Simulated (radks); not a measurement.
All-electron atom: the ytterbium ion Yb57+ in [Ne] 3s2 3p1. Method: non-relativistic Kohn-Sham, LB94 model potential, spin-polarised, spherical densities, point nucleus; open shells are filled with parallel spins first (spin-orbit coupling, left out, can overturn this in heavy ions); relativity is left out, which matters for an element this heavy; computed with a radial shooting solver on a logarithmic mesh with Libxc functionals. Some entries of the table are withheld. Estimate them.

orbital  occ.  eigenvalue (eV)  <r^2> (bohr^2)  <1/r> (bohr^-1)
1s down     1        -61406.56       0.0006245            69.52
1s up       1        -61406.43       0.0006246            69.51
2s down     1        -13500.97        0.009531            16.48
2s up       1        -13500.70        0.009526            16.49
2p up       3        -13154.38             (1)            16.49
2p down     3        -13152.33             (2)            16.48
3s up       1        -5622.439         0.05112            6.969
3s down     1        -5613.404         0.05107            6.979
3p up       1        -5497.432             (3)            6.943
3p down     0        -5490.263             (4)            6.957

Answer. 
(1) 2p up <r^2> (bohr^2): 0.007032
(2) 2p down <r^2> (bohr^2): 0.007038
(3) 3p up <r^2> (bohr^2): 0.04607
(4) 3p down <r^2> (bohr^2): 0.04598
